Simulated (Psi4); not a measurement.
Pair of molecules, SMILES Cl with SMILES [SiH4] (the first has 2 atoms); geometry from B3LYP-D3(BJ)/def2-TZVP, rigid monomers moved along the line of their centres of mass till Cl1···Si3 is 6.79 Å.
(charge 0, multiplicity 1):
```xyz
7

Cl     0.62552     1.13809    -0.22468
H      1.11864    -0.03363    -0.05765
Si    -0.83313    -1.03441     6.04214
H     -0.96991     0.43521     6.12265
H     -1.81426    -1.58182     5.07937
H     -1.07086    -1.63078     7.37693
H      0.53541    -1.38400     5.59558
```

Calculation: SAPT0/jun-cc-pV(D+d)Z (Psi4 1.11).

**Question.** Which attractive term is largest, and how does the interaction split up?

**Answer.** electrostatics 0.0, exchange 0.0, induction 0.0, dispersion -0.1, total -0.1 kJ/mol; the largest attraction is dispersion.
